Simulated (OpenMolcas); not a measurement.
**In II: input and output**

Input:

```
&GATEWAY
Coord
1

In 0.0 0.0 0.0
Basis=ANO-RCC-VTZP
Group=XYZ
NoMove
AngMom=0.0 0.0 0.0
AMFI
&SEWARD
* reference wave functions (RASSCF and RASSI steps not shown): 2 electrons in 4 orbitals (5s 5p)
>>> COPY JOB001 $Project.JobIph
&CASPT2
Multistate=3 1 2 3
Frozen=9 9
IPEA=0.25
Imaginary=0.1
MaxIter=60
WThr=0.0 0.3 0.05
PrWF=0.5
NoMix
>>> COPY JOB002 $Project.JobIph
&CASPT2
Multistate=7 1 2 3 4 5 6 7
Frozen=9 9
IPEA=0.25
Imaginary=0.1
MaxIter=60
WThr=0.0 0.3 0.05
PrWF=0.5
NoMix
>>> COPY JOB003 $Project.JobIph
&CASPT2
Multistate=3 1 2 3
Frozen=9 9
IPEA=0.25
Imaginary=0.1
MaxIter=60
WThr=0.0 0.3 0.05
PrWF=0.5
NoMix
...
```

Output, cut to the results:

```
--- CASPT2 ---
Orbital specifications:
      -----------------------

      Symmetry species                           1   2
                                                ag  au
      Frozen orbitals                            9   9
      Inactive orbitals                          5   0
      Active orbitals                            1   3
      Secondary orbitals                        21  20
      Deleted orbitals                           0   0
      Number of basis functions                 36  32
Type of calculation                        MS-CASPT2
      Fock operator                              state-specific
      IPEA shift                                 0.25
      Real shift                                 0.00
      Imaginary shift                            0.10
      The input orbitals will be transformed to quasi-canonical
Reference energy:       -5876.4623031331
      E2 (Non-variational):      -0.3974599713
      Shift correction:          -0.0001703845
      E2 (Variational):          -0.3976303558
      Total energy:           -5876.8599334889
      Residual norm:              0.0000002039
      Reference weight:           0.93461
      Contributions to the CASPT2 correlation energy
      Active & Virtual Only:         -0.0036747442
      One Inactive Excited:          -0.0548497686
      Two Inactive Excited:          -0.3389354586
Reference energy:       -5876.4623031331
      E2 (Non-variational):      -0.3974599713
      Shift correction:          -0.0001703845
      E2 (Variational):          -0.3976303558
      Total energy:           -5876.8599334889
      Residual norm:              0.0000002039
      Reference weight:           0.93461
      Contributions to the CASPT2 correlation energy
      Active & Virtual Only:         -0.0036747442
      One Inactive Excited:          -0.0548497686
      Two Inactive Excited:          -0.3389354586
::    CASPT2 Root  1     Total energy:  -5876.85993349
::    CASPT2 Root  2     Total energy:  -5876.85993349
::    CASPT2 Root  3     Total energy:  -5876.85993349
::    MS-CASPT2 Root  1     Total energy:  -5876.85993349
::    MS-CASPT2 Root  2     Total energy:  -5876.85993349
::    MS-CASPT2 Root  3     Total energy:  -5876.85993349
--- CASPT2 ---
Orbital specifications:
      -----------------------

      Symmetry species                           1   2
                                                ag  au
      Frozen orbitals                            9   9
      Inactive orbitals                          5   0
      Active orbitals                            1   3
      Secondary orbitals                        21  20
      Deleted orbitals                           0   0
      Number of basis functions                 36  32
Type of calculation                        MS-CASPT2
      Fock operator                              state-specific
      IPEA shift                                 0.25
      Real shift                                 0.00
      Imaginary shift                            0.10
      The input orbitals will be transformed to quasi-canonical
Reference energy:       -5876.9097454750
      E2 (Non-variational):      -0.4223814283
      Shift correction:          -0.0001840437
      E2 (Variational):          -0.4225654720
      Total energy:           -5877.3323109470
      Residual norm:              0.0000008995
      Reference weight:           0.92985
      Contributions to the CASPT2 correlation energy
      Active & Virtual Only:         -0.0059824823
      One Inactive Excited:          -0.0766915300
      Two Inactive Excited:          -0.3397074159
Reference energy:       -5876.4263227307
      E2 (Non-variational):      -0.4192832021
      Shift correction:          -0.0010767218
      E2 (Variational):          -0.4203599239
      Total energy:           -5876.8466826546
      Residual norm:              0.0000003056
      Reference weight:           0.89849
      Contributions to the CASPT2 correlation energy
      Active & Virtual Only:         -0.0265194507
      One Inactive Excited:          -0.0538153189
      Two Inactive Excited:          -0.3389484325
::    CASPT2 Root  1     Total energy:  -5877.33231095
::    CASPT2 Root  2     Total energy:  -5876.84668265
::    CASPT2 Root  3     Total energy:  -5876.84663059
::    CASPT2 Root  4     Total energy:  -5876.84663066
::    CASPT2 Root  5     Total energy:  -5876.84663066
::    CASPT2 Root  6     Total energy:  -5876.84663066
::    CASPT2 Root  7     Total energy:  -5876.78430118
::    MS-CASPT2 Root  1     Total energy:  -5877.33513872
::    MS-CASPT2 Root  2     Total energy:  -5876.84669317
::    MS-CASPT2 Root  3     Total energy:  -5876.84663075
::    MS-CASPT2 Root  4     Total energy:  -5876.84663066
::    MS-CASPT2 Root  5     Total energy:  -5876.84663060
::    MS-CASPT2 Root  6     Total energy:  -5876.84663056
::    MS-CASPT2 Root  7     Total energy:  -5876.78146289
--- CASPT2 ---
Orbital specifications:
      -----------------------

      Symmetry species                           1   2
                                                ag  au
      Frozen orbitals                            9   9
      Inactive orbitals                          5   0
      Active orbitals                            1   3
      Secondary orbitals                        21  20
      Deleted orbitals                           0   0
      Number of basis functions                 36  32
Type of calculation                        MS-CASPT2
      Fock operator                              state-specific
      IPEA shift                                 0.25
      Real shift                                 0.00
      Imaginary shift                            0.10
      The input orbitals will be transformed to quasi-canonical
Reference energy:       -5876.7327704657
      E2 (Non-variational):      -0.4009609942
      Shift correction:          -0.0001728252
      E2 (Variational):          -0.4011338194
...
```

Levels above the lowest, from the spin-orbit matrix with the single-state CASPT2 energies, averaged by term, on its diagonal:

| Configuration | Term | J | E (cm-1) | Measured (cm-1) | Term weight % | Second |
| --- | --- | --- | --- | --- | --- | --- |
| 5s2 | 1S | 0 | 0.0 | 0.0 | 100 |  |
| 5s 5p | 3P* | 0 | 41680 | 42276 | 100 |  |
| 5s 5p | 3P* | 1 | 42560 | 43351 | 100 |  |
| 5s 5p | 3P* | 2 | 44480 | 45830 | 100 |  |
| 5s 5p | 1P* | 1 | 62630 | 63038 | 100 |  |
| 5p2 | 3P | 0 | 101580 | 101608 | 98 |  |
| 5p2 | 3P | 1 | 102790 | 103249 | 100 |  |
| 5p2 | 3P | 2 | 103970 | 105565 | 81 | 19 1D |
| 5p2 | 1D | 2 | 107190 | 97628 | 81 | 19 3P |
| 5p2 | 1S | 0 | 120600 | 121289 | 98 |  |

Against the 9 measured excited levels shown (NIST Handbook of Basic Atomic Spectroscopic Data) the mean absolute deviation is 1700 cm-1; the largest miss in energy is 5p2 1D2: computed 107190, measured 97628 cm-1 (+9.8 %). Levels of one J stand in another order than measured, so their pairing by name is doubtful.

Term energies are means over components that CASPT2 splits; among the terms shown or strongly mixed into the levels shown the widest spread is 11 cm-1 (5p2 1D). Some levels mix across a computed gap that differs much from the measured one, so their mixing is not that of the real levels. The ¹D term of p² mixes with s d, which this space lacks. Computed and measured levels are paired by configuration, term and J; levels that our copy of the source lacks, or whose pairing is in doubt (as where it misses far off the trend of its configuration), stay unpaired and out of the deviations. Levels of configurations outside the active space are missing.

The term weight is that of the spin-free term in the level, not the purity of its configuration. * marks odd parity.
